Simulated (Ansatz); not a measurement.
Consider the formal exchange of groups at a Ga–N bond: `[SiH3][NH][GaH][SiH3]` + `NCCS` → `N[CH2][GaH][SiH3]` + `[SiH3]NCS`.

Gas-phase electronic energies from Ansatz, PBE0-D4/def2-TZVP geometries. CCSD(T)/CBS is the MP2 limit (def2-TZVPP, def2-QZVPP) plus CCSD(T) − MP2 in def2-TZVPP, frozen cores. Functionals use def2-TZVPP. B3LYP here is the variant with VWN-RPA as its local correlation; programs differ in this. For Ga outer-core shells are correlated without core-valence functions, which leaves a few kJ/mol of doubt a bond. Scalar relativity is left out up to krypton. Each species was taken in one conformer, which may not be the lowest.

`[SiH3][NH][GaH][SiH3]`:

Cartesian coordinates in Å:
```
Si 0.737 -0.158 -2.438
N -0.121 -0.043 -0.947
Ga 0.556 0.010 0.762
Si -1.037 0.179 2.555
H 0.370 -1.380 -3.208
H 0.479 1.010 -3.328
H 2.186 -0.208 -2.113
H -1.129 0.002 -1.013
H 2.117 -0.061 0.856
H -2.435 0.218 2.042
H -0.919 -0.983 3.479
H -0.806 1.415 3.353
```

`NCCS`:

Z-matrix (Å, degrees):
```
C
C 1 1.515
N 1 1.448 2 110.5
H 1 1.103 2 108.6 3 126.1
H 1 1.096 2 107.9 3 -118.5
S 2 1.815 1 113.8 3 -62.6
H 2 1.091 1 111.2 3 173.6
H 2 1.092 1 109.7 3 54.0
H 3 1.014 1 109.4 2 59.6
H 3 1.011 1 111.0 2 178.2
H 6 1.343 2 96.7 1 -67.2
```

`N[CH2][GaH][SiH3]`:

Cartesian coordinates in Å:
```
N 1.131 -1.306 -0.672
C 0.297 -0.462 -1.517
Ga -0.621 0.953 -0.476
Si -0.544 0.868 1.940
H 0.597 -1.729 0.075
H 1.556 -2.060 -1.198
H 0.933 0.065 -2.238
H -0.452 -0.998 -2.125
H -1.369 2.110 -1.244
H -1.765 1.436 2.577
H 0.625 1.650 2.435
H -0.387 -0.528 2.443
```

`[SiH3]NCS`:

Z-matrix (Å, degrees):
```
Si
N 1 1.728
H 1 1.490 2 115.5
H 1 1.485 2 106.9 3 120.5
H 1 1.486 2 107.0 3 -120.2
C 2 1.425 1 123.6 3 73.9
H 2 1.009 1 118.0 3 -79.4
S 6 1.847 2 111.1 1 -82.2
H 6 1.091 2 111.1 1 157.5
H 6 1.091 2 109.5 1 37.5
H 8 1.344 6 97.1 2 -174.9
```

| level | ΔE (kJ/mol) | difference from CCSD(T)/CBS |
| --- | --- | --- |
| PBE-D4 | 124.8 | -13.5 |
| r2SCAN-D4 | 134.7 | -3.6 |
| ωB97X-V | 132.1 | -6.2 |
| ωB97M-V | 131.7 | -6.6 |
| PBE | 125.0 | -13.3 |
| PBE0 | 128.8 | -9.5 |
| B3LYP | 128.7 | -9.6 |
| HF/def2-TZVPP | 137.9 | -0.4 |
| MP2/def2-TZVPP | 143.3 | 5.0 |
| SCS-MP2/def2-TZVPP | 141.4 | 3.1 |
| CCSD/def2-TZVPP | 138.5 | 0.2 |
| MP2/def2-QZVPP | 142.8 | 4.5 |
| SCS-MP2/def2-QZVPP | 141.0 | 2.7 |
| HF/CBS(def2) | 138.3 | 0.0 |
| MP2/CBS(def2) | 142.3 | 4.0 |
| CCSD/CBS(def2) | 137.4 | -0.9 |
| CCSD(T)/CBS | 138.3 | 0 |

Largest T1 diagnostic among the species: 0.014.

From PBE to PBE0 (25 % exact exchange), in def2-TZVPP and without D4, ΔE moves by +3.8 kJ/mol.
